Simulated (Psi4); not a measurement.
BCl, singlet, geometry from GFN2-xTB; MP2/STO-3G (Psi4).

Here is a job for Psi4.
```
memory 2 GB

molecule {
0 1
  B    -0.00000000   -0.00000000   -1.22002676
  Cl    0.00000000    0.00000000    0.35883140
}

set basis sto-3g

energy('mp2')
print_variables()
```

What the program printed (banner, timings and long lists left out):

```
    SCF Algorithm Type (re)set to DF.

   => Loading Basis Set <=

    Name: STO-3G
    Role: ORBITAL
    Keyword: BASIS

         ---------------------------------------------------------
                                   SCF
               by Justin Turney, Rob Parrish, Andy Simmonett
                          and Daniel G. A. Smith
                              RHF Reference
         ---------------------------------------------------------

  ==> Geometry <==

    Molecular point group: c2v
    Full point group: C_inf_v

    Geometry (in Angstrom), charge = 0, multiplicity = 1:

       Center              X                  Y                   Z               Mass
    ------------   -----------------  -----------------  -----------------  -----------------
         B            0.000000000000     0.000000000000    -1.200806225260    11.009305360000
         CL           0.000000000000     0.000000000000     0.378051934740    34.968852682000

  Running in c2v symmetry.

  Rotational constants: A = ************  B =      0.80765  C =      0.80765 [cm^-1]
  Rotational constants: A = ************  B =  24212.58927  C =  24212.58927 [MHz]
  Nuclear repulsion =   28.488982763942523

  Charge       = 0
  Multiplicity = 1
  Electrons    = 22
  Nalpha       = 11
  Nbeta        = 11

  ==> Algorithm <==

  SCF Algorithm Type is DF.
  DIIS enabled.
  MOM disabled.
  Fractional occupation disabled.
  Guess Type is SAD.
  Energy threshold   = 1.00e-08
  Density threshold  = 1.00e-08
  Integral threshold = 1.00e-12

  ==> Primary Basis <==

  Basis Set: STO-3G
    Blend: STO-3G
    Number of shells: 8
    Number of basis functions: 14
    Number of Cartesian functions: 14
    Spherical Harmonics?: true
    Max angular momentum: 1

   => Loading Basis Set <=

    Name: (STO-3G AUX)
    Role: JKFIT
    Keyword: DF_BASIS_SCF

  ==> Integral Setup <==

  SCF_SUBTYPE=INCORE selected. In-core MEM_DF algorithm will be used.
  Using in-core AOs.

  ==> MemDFJK: Density-Fitted J/K Matrices <==

    J tasked:                   Yes
    K tasked:                   Yes
    wK tasked:                   No
    Algorithm:                 Core
    Schwarz Cutoff:           1E-12
    Mask sparsity (%):       0.0000
    Fitting Condition:        1E-10

   => Auxiliary Basis Set <=

  Basis Set: (STO-3G AUX)
    Blend: DEF2-UNIVERSAL-JKFIT
    Number of shells: 63
    Number of basis functions: 203
    Number of Cartesian functions: 244
    Spherical Harmonics?: true
    Max angular momentum: 4

  Minimum eigenvalue in the overlap matrix is 2.3110263068E-01.
  Reciprocal condition number of the overlap matrix is 1.2447371525E-01.
    Using symmetric orthogonalization.

  ==> Pre-Iterations <==

  SCF Guess: Superposition of Atomic Densities via on-the-fly atomic UHF (no occupation information).

   -------------------------
    Irrep   Nso     Nmo
   -------------------------
     A1         8       8
     A2         0       0
     B1         3       3
     B2         3       3
   -------------------------
    Total      14      14
   -------------------------

  ==> Iterations <==

                           Total Energy        Delta E     RMS |[F,P]|

   @DF-RHF iter SAD:  -478.18038026010919   -4.78180e+02   0.00000e+00
   @DF-RHF iter   1:  -478.81695529890351   -6.36575e-01   1.12819e-02 DIIS/ADIIS
   @DF-RHF iter   2:  -478.82555048233286   -8.59518e-03   2.02368e-03 DIIS/ADIIS
   @DF-RHF iter   3:  -478.82594605746203   -3.95575e-04   5.87608e-04 DIIS/ADIIS
   @DF-RHF iter   4:  -478.82597728260492   -3.12251e-05   6.31779e-05 DIIS
   @DF-RHF iter   5:  -478.82597761498766   -3.32383e-07   4.40086e-06 DIIS
   @DF-RHF iter   6:  -478.82597761658548   -1.59781e-09   5.96845e-07 DIIS
   @DF-RHF iter   7:  -478.82597761663101   -4.55316e-11   1.20589e-07 DIIS
   @DF-RHF iter   8:  -478.82597761663317   -2.16005e-12   1.83472e-09 DIIS
  Energy and wave function converged.

  ==> Post-Iterations <==

    Orbital Energies [Eh]
    ---------------------

    Doubly Occupied:

[...]
    Virtual:

[...]
    Final Occupation by Irrep:
             A1    A2    B1    B2
    DOCC [     7,    0,    2,    2 ]
    NA   [     7,    0,    2,    2 ]
    NB   [     7,    0,    2,    2 ]

  @DF-RHF Final Energy:  -478.82597761663317

   => Energetics <=

    Nuclear Repulsion Energy =             28.4889827639425235
    One-Electron Energy =                -717.9093332349840466
    Two-Electron Energy =                 210.5943728544083342
    Total Energy =                       -478.8259776166331676

Computation Completed

Properties will be evaluated at   0.000000,   0.000000,   0.000000 [a0]

Properties computed using the SCF density matrix

 Multipole Moments:

 ------------------------------------------------------------------------------------
     Multipole            Electronic (a.u.)      Nuclear  (a.u.)        Total (a.u.)
 ------------------------------------------------------------------------------------

 L = 1.  Multiply by 2.5417464519 to convert [e a0] to [Debye]
 Dipole X            :          0.0000000            0.0000000            0.0000000
 Dipole Y            :          0.0000000            0.0000000            0.0000000
 Dipole Z            :         -0.5879834            0.7990740            0.2110906
 Magnitude           :                                                    0.2110906

 ------------------------------------------------------------------------------------

  //>>>>>>>>>>>>>>>>>>>>>>>>>>>>>>>>>>>//
  //               DFMP2               //
  //<<<<<<<<<<<<<<<<<<<<<<<<<<<<<<<<<<<//

   => Loading Basis Set <=

    Name: (STO-3G AUX)
    Role: RIFIT
    Keyword: DF_BASIS_MP2

	 --------------------------------------------------------
	                          DF-MP2
	      2nd-Order Density-Fitted Moller-Plesset Theory

	        Rob Parrish, Justin Turney, Andy Simmonett,
	           Ed Hohenstein, and C. David Sherrill
	 --------------------------------------------------------

   => Auxiliary Basis Set <=

  Basis Set: (STO-3G AUX)
    Blend: DEF2-SVP-RI
    Number of shells: 36
    Number of basis functions: 110
    Number of Cartesian functions: 128
    Spherical Harmonics?: true
    Max angular momentum: 3

	 --------------------------------------------------------
	                 NBF =    14, NAUX =   110
	 --------------------------------------------------------
	   CLASS    FOCC     OCC    AOCC    AVIR     VIR    FVIR
	   PAIRS       0      11      11       3       3       0
	 --------------------------------------------------------

	-----------------------------------------------------------
	 ==================> DF-MP2 Energies <====================
	-----------------------------------------------------------
	 Reference Energy          =    -478.8259776166331676 [Eh]
	 Singles Energy            =      -0.0000000000000000 [Eh]
	 Same-Spin Energy          =      -0.0065046226315565 [Eh]
	 Opposite-Spin Energy      =      -0.0336593805207859 [Eh]
	 Correlation Energy        =      -0.0401640031523424 [Eh]
	 Total Energy              =    -478.8661416197855374 [Eh]
	-----------------------------------------------------------
	 ================> DF-SCS-MP2 Energies <==================
	-----------------------------------------------------------
	 SCS Same-Spin Scale       =       0.3333333333333333 [-]
	 SCS Opposite-Spin Scale   =       1.2000000000000000 [-]
	 SCS Same-Spin Energy      =      -0.0021682075438522 [Eh]
	 SCS Opposite-Spin Energy  =      -0.0403912566249430 [Eh]
	 SCS Correlation Energy    =      -0.0425594641687952 [Eh]
	 SCS Total Energy          =    -478.8685370808019570 [Eh]
	-----------------------------------------------------------

  Variable Map:
  ----------------------------------------------------------------------------
[...]
  Array Variable Map:
  ----------------------------------------------------------------------------
[...]
[...]
```
